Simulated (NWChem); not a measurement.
Program: NWChem. System: germanium monoxide (GeO), charge 0, spin multiplicity 1, at a geometry optimised with PBE/def2-SVP. Level: CCSD(T)/def2-TZVP, 10 core orbitals frozen.

The NWChem input:

```
start mol
memory heap 100 mb stack 700 mb global 1900 mb
geometry units angstroms nocenter noautoz
  Ge     0.000000     0.000000     0.329722
  O      0.000000     0.000000    -1.318888
  symmetry group C2v
end
basis spherical
  * library def2-tzvp
end
scf
  rhf
  nopen 0
  maxiter 100
  thresh 1e-7
  semidirect memsize 60000000 filesize 0
end
ccsd
  freeze core 10
  maxiter 60
end
task ccsd(t) energy
```

NWChem printed:

```
             Northwest Computational Chemistry Package (NWChem) 7.3.0
             --------------------------------------------------------

                                NWChem Input Module
                                -------------------

 Scaling coordinates for geometry "geometry" by  1.889725989
 (inverse scale =  0.529177249)

 Turning off AUTOSYM since
 SYMMETRY directive was detected!

                             Geometry "geometry" -> ""
                             -------------------------

 Output coordinates in angstroms (scale by  1.889725989 to convert to a.u.)

  No.       Tag          Charge          X              Y              Z
 ---- ---------------- ---------- -------------- -------------- --------------
    1 Ge                  32.0000     0.00000000     0.00000000     0.32972200
    2 O                    8.0000     0.00000000     0.00000000    -1.31888800

 Effective nuclear repulsion energy (a.u.)      82.1718755460

            Nuclear Dipole moment (a.u.)
            ----------------------------
        X                 Y               Z
 ---------------- ---------------- ----------------
     0.0000000000     0.0000000000     0.0000000000

      Symmetry information
      --------------------

 Group name             C2v
 Group number             16
 Group order               4
 No. of unique centers     2

      Symmetry unique atoms

     1    2


 Summary of "ao basis" -> "" (spherical)
 ------------------------------------------------------------------------------
       Tag                 Description            Shells   Functions and Types
 ---------------- ------------------------------  ------  ---------------------
 *                         def2-tzvp                  on all atoms

 Summary of "ao basis" -> "ao basis" (spherical)
 ------------------------------------------------------------------------------
       Tag                 Description            Shells   Functions and Types
 ---------------- ------------------------------  ------  ---------------------
 Ge                        def2-tzvp                16       48   6s5p4d1f
 O                         def2-tzvp                11       31   5s3p2d1f

                                 NWChem SCF Module
                                 -----------------

  ao basis        = "ao basis"
  functions       =    79
  atoms           =     2
  closed shells   =    20
  open shells     =     0
  charge          =   0.00
  wavefunction    = RHF
  use symmetry    = T
  symmetry adapt  = T

 Summary of "ao basis" -> "ao basis" (spherical)
 ------------------------------------------------------------------------------
       Tag                 Description            Shells   Functions and Types
 ---------------- ------------------------------  ------  ---------------------
 Ge                        def2-tzvp                16       48   6s5p4d1f
 O                         def2-tzvp                11       31   5s3p2d1f

      Symmetry analysis of basis
      --------------------------

        a1         35
        a2          8
        b1         18
        b2         18

 Forming initial guess at       0.0s

      Superposition of Atomic Density Guess
      -------------------------------------

 Sum of atomic energies:       -2150.09036959

      Non-variational initial energy
      ------------------------------

 Total energy =   -2150.029802
 1-e energy   =   -3162.034375
 2-e energy   =     929.832697
 HOMO         =      -0.351165
 LUMO         =      -0.032928
[...]
task       114 out of       378 done  30%  at       2.9 secs
task       133 out of       378 done  35%  at       3.2 secs
task       152 out of       378 done  40%  at       3.5 secs
task       171 out of       378 done  45%  at       3.7 secs
task       189 out of       378 done  50%  at       3.9 secs
task       208 out of       378 done  55%  at       4.2 secs
task       227 out of       378 done  60%  at       4.4 secs
task       246 out of       378 done  65%  at       4.5 secs
task       265 out of       378 done  70%  at       4.6 secs
task       284 out of       378 done  75%  at       4.8 secs
task       303 out of       378 done  80%  at       4.9 secs
task       322 out of       378 done  85%  at       5.0 secs
task       341 out of       378 done  90%  at       5.1 secs
task       360 out of       378 done  95%  at       5.2 secs
task       378 out of       378 done 100%  at       5.3 secs
 commencing triples evaluation - blocking       1
 ccsd(t): done        1 out of       59 progress:    1.7%
 ccsd(t): done        2 out of       59 progress:    3.4%
 ccsd(t): done        3 out of       59 progress:    5.1%
 ccsd(t): done        4 out of       59 progress:    6.8%
 ccsd(t): done        5 out of       59 progress:    8.5%
 ccsd(t): done        6 out of       59 progress:   10.2%
 ccsd(t): done        7 out of       59 progress:   11.9%
 ccsd(t): done        8 out of       59 progress:   13.6%
 ccsd(t): done        9 out of       59 progress:   15.3%
 ccsd(t): done       10 out of       59 progress:   16.9%
 ccsd(t): done       11 out of       59 progress:   18.6%
 ccsd(t): done       12 out of       59 progress:   20.3%
 ccsd(t): done       13 out of       59 progress:   22.0%
 ccsd(t): done       14 out of       59 progress:   23.7%
 ccsd(t): done       15 out of       59 progress:   25.4%
 ccsd(t): done       16 out of       59 progress:   27.1%
 ccsd(t): done       17 out of       59 progress:   28.8%
 ccsd(t): done       18 out of       59 progress:   30.5%
 ccsd(t): done       19 out of       59 progress:   32.2%
 ccsd(t): done       20 out of       59 progress:   33.9%
 ccsd(t): done       21 out of       59 progress:   35.6%
 ccsd(t): done       22 out of       59 progress:   37.3%
 ccsd(t): done       23 out of       59 progress:   39.0%
 ccsd(t): done       24 out of       59 progress:   40.7%
 ccsd(t): done       25 out of       59 progress:   42.4%
 ccsd(t): done       26 out of       59 progress:   44.1%
 ccsd(t): done       27 out of       59 progress:   45.8%
 ccsd(t): done       28 out of       59 progress:   47.5%
 ccsd(t): done       29 out of       59 progress:   49.2%
 ccsd(t): done       30 out of       59 progress:   50.8%
 ccsd(t): done       31 out of       59 progress:   52.5%
 ccsd(t): done       32 out of       59 progress:   54.2%
 ccsd(t): done       33 out of       59 progress:   55.9%
 ccsd(t): done       34 out of       59 progress:   57.6%
 ccsd(t): done       35 out of       59 progress:   59.3%
 ccsd(t): done       36 out of       59 progress:   61.0%
 ccsd(t): done       37 out of       59 progress:   62.7%
 ccsd(t): done       38 out of       59 progress:   64.4%
 ccsd(t): done       39 out of       59 progress:   66.1%
 ccsd(t): done       40 out of       59 progress:   67.8%
 ccsd(t): done       41 out of       59 progress:   69.5%
 ccsd(t): done       42 out of       59 progress:   71.2%
 ccsd(t): done       43 out of       59 progress:   72.9%
 ccsd(t): done       44 out of       59 progress:   74.6%
 ccsd(t): done       45 out of       59 progress:   76.3%
 ccsd(t): done       46 out of       59 progress:   78.0%
 ccsd(t): done       47 out of       59 progress:   79.7%
 ccsd(t): done       48 out of       59 progress:   81.4%
 ccsd(t): done       49 out of       59 progress:   83.1%
 ccsd(t): done       50 out of       59 progress:   84.7%
 ccsd(t): done       51 out of       59 progress:   86.4%
 ccsd(t): done       52 out of       59 progress:   88.1%
 ccsd(t): done       53 out of       59 progress:   89.8%
 ccsd(t): done       54 out of       59 progress:   91.5%
 ccsd(t): done       55 out of       59 progress:   93.2%
 ccsd(t): done       56 out of       59 progress:   94.9%
 ccsd(t): done       57 out of       59 progress:   96.6%
 ccsd(t): done       58 out of       59 progress:   98.3%
 ccsd(t): done       59 out of       59 progress:  100.0%
 Time for integral evaluation pass     1        5.40
 Time for triples evaluation pass      1        3.47

 pseudo-e(mp4)  -0.30053060695762E-01
 pseudo-e(mp5)   0.49001049156092E-02
        e(t)    -0.25152955780152E-01

 --------------
 CCSD(T) Energy
 --------------
 Reference energy:                   -2150.249937511041026

 CCSD corr. energy:                     -0.464351608243565
 T(CCSD) corr. energy:                  -0.030053060695762
 Total CCSD+T(CCSD) energy:          -2150.744342179980322

 CCSD corr. energy:                     -0.464351608243565
 (T) corr. energy:                      -0.025152955780152
 Total CCSD(T) energy:               -2150.739442075064744

 routine      calls  cpu(0)   cpu-min  cpu-ave  cpu-max   i/o
 aoccsd          1     0.01     0.01     0.01     0.01    0.00
 iterdrv         1     0.02     0.02     0.02     0.02    0.00
 pampt          15     0.06     0.06     0.06     0.06    0.00
 t2pm           15     0.11     0.11     0.11     0.11    0.00
 sxy            15     0.22     0.22     0.22     0.22    0.00
 ints      2121540    40.23    40.23    40.23    40.23    0.00
 t2eri        5670     6.07     6.07     6.07     6.07    0.00
 idx2         5670     0.57     0.57     0.57     0.57    0.00
 idx34          15     0.07     0.07     0.07     0.07    0.00
 ht2pm          15     0.17     0.17     0.17     0.17    0.00
 itm            15     0.85     0.85     0.85     0.85    0.00
 pdiis          15     0.02     0.02     0.02     0.02    0.00
 triples         1     0.00     0.00     0.00     0.00    0.00
 rdtrpo          1     0.01     0.01     0.01     0.01    0.00
 trpmos          1     5.40     5.40     5.40     5.40    0.00
 trpdrv          1     0.49     0.49     0.49     0.49    0.00
 dovvv       64900     1.55     1.55     1.55     1.55    0.00
 doooo       64900     0.39     0.39     0.39     0.39    0.00
 tengy       59000     0.99     0.99     0.99     0.99    0.00
 Total                57.23    57.23    57.23    57.23    0.00

 Task  times  cpu:       60.4s     wall:       60.4s

 Total times  cpu:       60.4s     wall:       60.4s
```
